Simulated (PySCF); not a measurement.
PbI3, SMILES [I][Pb-]([I])[I], charge -1.

Geometry: PBE-D3(BJ)/def2-SVPD. The isomer is the one that the SMILES or the coordinates give; other isomers of the formula were not compared. The def2 effective core potentials stand for the cores of I, Pb; spin–orbit coupling is left out.

These are PySCF with ωB97X/def2-SVPD values and carry that method's errors.

Symmetry labels are those of the subgroup Cs that the program uses (full group C3v).

Computed valence orbital energies around the gap with their symmetry:
| orbital | symmetry | energy (eV) |
|---|---|---|
| HOMO−7 | A" | -6.96 |
| HOMO−6 | A' | -6.40 |
| HOMO−5 | A" | -5.91 |
| HOMO−4 | A' | -5.91 |
| HOMO−3 | A" | -5.58 |
| HOMO−2 | A' | -5.58 |
| HOMO−1 | A" | -5.52 |
| HOMO | A' | -5.06 |
| LUMO | A' | 2.89 |
| LUMO+1 | A' | 3.64 |
| LUMO+2 | A" | 3.64 |
| LUMO+3 | A' | 4.32 |
